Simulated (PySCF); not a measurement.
H2Ga (SMILES [GaH2+]), charge +1, singlet, geometry from GFN2-xTB (such geometries of metal compounds can be far from the true shape); DF-WB97M-V/cc-pVDZ in PySCF.

The PySCF input:
```python
from pyscf import gto, scf, dft

mol = gto.Mole()
mol.atom = '''
    Ga    0.000000    0.000000    0.000000
    H    -0.000000   -0.000000   -1.563554
    H     0.000000    0.000000    1.563554
'''
mol.basis = 'cc-pvdz'
mol.charge = 1
mol.spin = 0
mol.verbose = 4
mol.build()

mf = dft.RKS(mol)
mf.xc = 'wb97m_v'
mf = mf.density_fit(auxbasis='def2-universal-jkfit')
mf.kernel()
```

What the program printed (banner, timings and long lists left out):

```
PySCF version 2.14.0

[INPUT] verbose = 4
[INPUT] num. atoms = 3
[INPUT] num. electrons = 32
[INPUT] charge = 1
[INPUT] spin (= nelec alpha-beta = 2S) = 0
[INPUT] symmetry False subgroup None
[INPUT] Mole.unit = angstrom
[INPUT] Symbol           X                Y                Z      unit          X                Y                Z       unit  Magmom
[INPUT]  1 Ga     0.000000000000   0.000000000000   0.000000000000 AA    0.000000000000   0.000000000000   0.000000000000 Bohr   0.0
[INPUT]  2 H      0.000000000000   0.000000000000  -1.563554000000 AA    0.000000000000   0.000000000000  -2.954688840968 Bohr   0.0
[INPUT]  3 H      0.000000000000   0.000000000000   1.563554000000 AA    0.000000000000   0.000000000000   2.954688840968 Bohr   0.0

nuclear repulsion = 21.1528195908168
number of shells = 12
number of NR pGTOs = 91
number of NR cGTOs = 37
basis = cc-pvdz
ecp = {}

******** <class 'pyscf.df.df_jk.DFRKS'> ********
method = DFRKS
initial guess = minao
damping factor = 0
level_shift factor = 0
DIIS = <class 'pyscf.scf.diis.CDIIS'>
diis_start_cycle = 1
diis_space = 8
diis_damp = 0
SCF conv_tol = 1e-09
SCF conv_tol_grad = None
SCF max_cycles = 50
direct_scf = False
XC library pyscf.dft.libxc version 7.1.2
    S. Lehtola, C. Steigemann, M. J. T. Oliveira, and M. A. L. Marques,  SoftwareX 7, 1–5 (2018)
XC functionals = wb97m_v
    N. Mardirossian and M. Head-Gordon,  J. Chem. Phys. 144, 214110 (2016)
radial grids:
    Treutler-Ahlrichs [JCP 102, 346 (1995); DOI:10.1063/1.469408] (M4) radial grids

becke partition: Becke, JCP 88, 2547 (1988); DOI:10.1063/1.454033
pruning grids: <function nwchem_prune>
grids dens level: 3
symmetrized grids: False
atomic radii adjust function: <function treutler_atomic_radii_adjust>
** Following is NLC and NLC Grids **
NLC functional = wb97m_v
radial grids:
    Treutler-Ahlrichs [JCP 102, 346 (1995); DOI:10.1063/1.469408] (M4) radial grids

becke partition: Becke, JCP 88, 2547 (1988); DOI:10.1063/1.454033
pruning grids: <function nwchem_prune>
grids dens level: 3
symmetrized grids: False
atomic radii adjust function: <function treutler_atomic_radii_adjust>
small_rho_cutoff = 0
Set gradient conv threshold to 3.16228e-05
Initial guess from minao.
tot grids = 40520
tot grids = 40520
******** <class 'pyscf.df.df.DF'> ********
auxbasis = def2-universal-jkfit
Create RSH-DF object <pyscf.df.df.DF object> for omega=0.3
******** <class 'pyscf.df.df.DF'> ********
auxbasis = auxmol.basis = def2-universal-jkfit
init E= -1925.19973259098
  HOMO = -0.358262319078081  LUMO = -0.0325551480933996  gap/eV = 8.86294
cycle= 1 E= -1925.55783025303  delta_E= -0.358  |g|= 0.238  |ddm|= 1.08
  HOMO = -0.708801627163713  LUMO = -0.267288652936285  gap/eV = 12.01418
cycle= 2 E= -1925.5822659647  delta_E= -0.0244  |g|= 0.083  |ddm|= 0.455
  HOMO = -0.6900154448767  LUMO = -0.24139094060824  gap/eV = 12.20769
cycle= 3 E= -1925.58390190382  delta_E= -0.00164  |g|= 0.0108  |ddm|= 0.0746
  HOMO = -0.684611084327246  LUMO = -0.236835662504083  gap/eV = 12.18459
cycle= 4 E= -1925.58396790965  delta_E= -6.6e-05  |g|= 0.00143  |ddm|= 0.0214
  HOMO = -0.684701271455998  LUMO = -0.237032552458432  gap/eV = 12.18169
cycle= 5 E= -1925.58396924558  delta_E= -1.34e-06  |g|= 0.000156  |ddm|= 0.00293
  HOMO = -0.684744855710253  LUMO = -0.237069186280428  gap/eV = 12.18188
cycle= 6 E= -1925.58396926605  delta_E= -2.05e-08  |g|= 6.96e-06  |ddm|= 0.000476
  HOMO = -0.684746385876907  LUMO = -0.237070320733234  gap/eV = 12.18189
cycle= 7 E= -1925.58396926608  delta_E= -3.07e-11  |g|= 9.7e-07  |ddm|= 2.05e-05
  HOMO = -0.684746259254593  LUMO = -0.237070373999934  gap/eV = 12.18188
Extra cycle  E= -1925.58396926608  delta_E= 2.73e-12  |g|= 2.46e-07  |ddm|= 1.98e-06
converged SCF energy = -1925.58396926608
```
